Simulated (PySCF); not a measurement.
A GIAO shielding run with PySCF 2.14 (density fitting, non-relativistic, gas phase) on SMILES C1[C@@H](F)[C@@H](F)[SiH2]C1, C4H8F2Si:

```
$ OMP_NUM_THREADS=1 python probes_run.py task.json out

{"job": {"kind": "nmr", "xc": "PBE0", "basis": "pcSseg-1"}, "charge": 0, "multiplicity": 1}
F     -1.534966     0.376215     1.239866
C     -1.203256     0.403592    -0.101909
C     -0.720504    -0.984540    -0.506892
C      0.573155    -1.283723     0.265846
Si     1.449615     0.398441     0.496218
C     -0.023113     1.350254    -0.303812
F     -0.280107     2.595964     0.230942
H     -2.110470     0.722186    -0.629497
H     -1.491545    -1.725878    -0.293084
H     -0.535751    -0.980075    -1.581812
H      0.318931    -1.708688     1.236737
H      1.165347    -2.031096    -0.258165
H      1.626899     0.802886     1.885243
H      2.653233     0.559359    -0.321730
H      0.108119     1.513090    -1.379864
```

Hardware: 1 thread of an Arm Neoverse N1, shared host. The job also computes population analyses, field gradients, ring-centre shieldings.

(1) How large is the calculation?

(2) How long does it take, and how much memory does it need?

## Answers

(1) 64 electrons, 166 basis functions and 883 auxiliary functions.

(2) 48 s of wall time, with 12 SCF cycles and 4 response iterations; peak memory 0.75 GiB. Times on a shared host scatter by some tens of per cent.
